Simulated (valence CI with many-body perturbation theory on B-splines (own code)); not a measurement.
The numbers below are computed, except where a source is named.
## Energy levels of Pt⁷³⁺

Level of theory: valence CI with perturbative core correlation (CI+MBPT): three valence electrons over a frozen Dirac-Fock core [He], radial functions for each j: 11 s, 11 p, 10 d, 8 f, 5 g, 2 h, with the one-electron correlation potential Σ1, the two-electron term Σ2, the three-electron term Σ3, Breit, model QED; selected CI, second order for the rest, scaled by the run's own slope (own B-spline code, finite nucleus).

No measured spectrum was set against this ion. As an estimate, large intervals hold to a few tenths of a per cent, small ones and those within an open d or f shell to about a per cent.

Levels 136 to 165 of 165, with energies above the lowest level, (2s^2 2p1/2) J=1/2. "Leading %" is the weight of the configuration and term that name the level; weights of strongly mixed levels are sums over their largest components and can fall short. In the jj column 3d3/2^4 stands for four electrons in 3d with j = 3/2.

```tsv
No.	Configuration	Term	J	E (Ry)	Leading %	Leading jj	Second component
136	2s.2p.4d	2F°	5/2	1233.4	38	2s 2p1/2 4d5/2 (100 %)	27 % 2s.2p.4d 2D°
137	2s.2p.4d	2P°	3/2	1233.5	39	2s 2p1/2 4d5/2 (99 %)	31 % 2s.2p.4d 2D°
138	2s.2p.4f	4F	7/2	1233.6	27	2s 2p1/2 4f7/2 (99 %)	24 % 2s.2p.4f 4D
139	2s.2p.4f	2G	7/2	1234.0	42	2s 2p1/2 4f5/2 (99 %)	28 % 2s.2p.4f 4G
140	2s.2p.4f	4G	5/2	1234.1	31	2s 2p1/2 4f5/2 (100 %)	29 % 2s.2p.4f 2F
141	2s.2p.4f	4F	3/2	1234.1	47	2s 2p1/2 4f5/2 (100 %)	42 % 2s.2p.4f 2D
142	2s.2p.4f	2G	9/2	1236.1	42	2s 2p1/2 4f7/2 (100 %)	32 % 2s.2p.4f 4G
143	2s.2p.4f	4D	7/2	1236.2	31	2s 2p1/2 4f7/2 (100 %)	29 % 2s.2p.4f 2F
144	2s.2p.4f	2D	5/2	1236.3	40	2s 2p1/2 4f7/2 (100 %)	28 % 2s.2p.4f 2F
145	2p2.3p	4D°	7/2	1244.7	65	2p3/2^2 3p3/2 (100 %)	35 % 2p2.3p 2F°
146	2p2.3p	2D°	5/2	1244.8	52	2p3/2^2 3p3/2 (100 %)	38 % 2p2.3p 4P°
147	2p2.3p	2P°	1/2	1244.9	54	2p3/2^2 3p3/2 (100 %)	36 % 2p2.3p 2S°
148	2p2.3p	2P°	3/2	1248.9	61	2p3/2^2 3p3/2 (100 %)	15 % 2p2.3p 2D°
149	2p2.4p	2P°	3/2	1249.7	36	2p1/2^2 4p3/2 (98 %)	19 % 2p2.4p 4D°
150	2p2.3d	2D	3/2	1250.7	29	2p3/2^2 3d3/2 (100 %)	26 % 2p2.3d 4P
151	2p2.3d	2F	7/2	1250.8	39	2p3/2^2 3d3/2 (100 %)	30 % 2p2.3d 2G
152	2p2.3d	4D	5/2	1250.8	29	2p3/2^2 3d3/2 (99 %)	24 % 2p2.3d 2F
153	2p2.4d	2D	3/2	1251.1	43	2p1/2^2 4d3/2 (98 %)	32 % 2p2.4d 4F
154	2p2.3d	4P	1/2	1251.2	50	2p3/2^2 3d3/2 (99 %)	24 % 2p2.3d 2P
155	2p2.3p	2P°	3/2	1251.3	63	2p3/2^2 3p3/2 (100 %)	14 % 2p2.3p 2D°
156	2p2.4d	2D	5/2	1255.9	37	2p1/2^2 4d5/2 (98 %)	18 % 2p2.4d 4D
157	2p2.3d	2D	3/2	1256.2	69	2p3/2^2 3d3/2 (98 %)	13 % 2p2.3d 4F
158	2p2.4f	2F°	5/2	1256.5	42	2p1/2^2 4f5/2 (98 %)	29 % 2p2.4f 4G°
159	2p2.4f	2F°	7/2	1258.6	38	2p1/2^2 4f7/2 (98 %)	17 % 2p2.4f 2G°
160	2p2.3d	2F	7/2	1259.8	51	2p3/2^2 3d5/2 (100 %)	39 % 2p2.3d 4D
161	2p2.3d	4F	9/2	1259.8	65	2p3/2^2 3d5/2 (100 %)	35 % 2p2.3d 2G
162	2p2.3d	2P	1/2	1261.1	61	2p3/2^2 3d5/2 (99 %)	24 % 2p2.3d 2S
163	2p2.3d	2D	5/2	1263.1	59	2p3/2^2 3d5/2 (99 %)	16 % 2p2.3d 2F
164	2p2.3d	2P	3/2	1263.2	44	2p3/2^2 3d5/2 (98 %)	26 % 2p2.3d 2D
165	2p2.3d	2D	5/2	1266.4	67	2p3/2^2 3d5/2 (100 %)	11 % 2p2.3d 2F
```
